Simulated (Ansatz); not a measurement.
System: cyclobuten-1-yloxysilane, C₄H₈OSi, net charge 0, singlet state. SMILES: C1C(=CC1)O[SiH3]
Coordinates optimised at B3LYP-D3(BJ)/def2-TZVP (Ansatz, a program for electronic structure):
```xyz
14

Si     2.1469    -0.1226     0.1047
O      0.7797     0.5672    -0.5374
C     -0.4959     0.2519    -0.2330
C     -1.6723     0.7248    -0.6528
C     -2.4552    -0.2313     0.2317
C     -1.0663    -0.7780     0.7165
H      3.2743     0.5595    -0.5556
H      2.1800    -1.5765    -0.1754
H      2.1980     0.0840     1.5703
H     -1.9676     1.4920    -1.3529
H     -3.0508     0.2293     1.0224
H     -3.0657    -0.9718    -0.2888
H     -0.8547    -0.6200     1.7762
H     -0.8696    -1.8218     0.4631
```
Charge 0, spin multiplicity 1.

Property: atomisation energy (electronic, to ground-state atoms), in kJ/mol. Cores are frozen in the correlated levels unless marked. UHF or UKS for open shells. No spin-orbit coupling. Non-relativistic. The coupled-cluster limit lacks core correlation, which all-electron functionals hold. Basis-set limits of correlation are two-point, X^-3; Hartree-Fock from the larger set.

```csv
level,program,atomisation energy (kJ/mol)
HF/STO-3G,Ansatz,4961.7
HF/aug-cc-pV(Q+d)Z,Ansatz,4126.0
PBE-D4/def2-TZVPD,Ansatz + dftd4,5714.1
BLYP-D3(BJ)/def2-TZVPD,Ansatz + dftd3,5567.3
BLYP/def2-TZVPD,Ansatz,5505.1
r2SCAN-D4/def2-TZVPD,Ansatz + dftd4,5605.3
B3LYP/def2-TZVPD,Ansatz,5538.0
```

Question: Predict the CCSD(T)/CBS(cc-pV(T+d)Z,cc-pV(Q+d)Z) result (Ansatz).

Answer: 5591.6 kJ/mol, so B3LYP/def2-TZVPD differs from it by -53.6 kJ/mol.
